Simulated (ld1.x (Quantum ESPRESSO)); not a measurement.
## Reading a pseudo-wave (erbium)

Columns: radius, all-electron u(r) and pseudo u(r) of the 4f shell (level -4.64 eV) of erbium in the configuration [Kr] 4d10 4f12 5s2 5p6 5d0 6s1 6p1; PBE, scalar-relativistic, PAW scheme, ld1.x (Quantum ESPRESSO) 7.5.

```csv
r (bohr),all-electron,pseudo
0.120,0.1634,0.0066
0.240,0.6418,0.0876
0.360,0.9918,0.3261
0.480,1.1146,0.6662
0.600,1.0901,0.9245
0.720,1.0004,0.9797
0.840,0.8913,0.8919
0.960,0.7834,0.7834
1.080,0.6850,0.6850
1.200,0.5980,0.5980
1.320,0.5224,0.5224
1.440,0.4570,0.4570
1.560,0.4007,0.4007
1.680,0.3522,0.3522
1.800,0.3105,0.3105
1.920,0.2744,0.2744
2.040,0.2432,0.2432
2.160,0.2162,0.2162
2.280,0.1927,0.1927
2.400,0.1722,0.1722
2.520,0.1542,0.1542
2.640,0.1385,0.1385
2.760,0.1247,0.1247
2.880,0.1125,0.1125
3.000,0.1017,0.1017
3.120,0.0921,0.0921
```

(1) How many radial nodes do the two functions have?

(2) At about which radius was the pseudo-wave matched?

(3) Is the pseudo-wave norm-conserving?

## Answers

(1) The all-electron 4f function has n − l − 1 = 0; the pseudo-wave has 0.

(2) 0.90 bohr, where the columns begin to agree (steps of 0.12 bohr).

(3) No, it belongs to a PAW set: the norm inside the radius is not constrained, and the difference is carried by the augmentation charge.
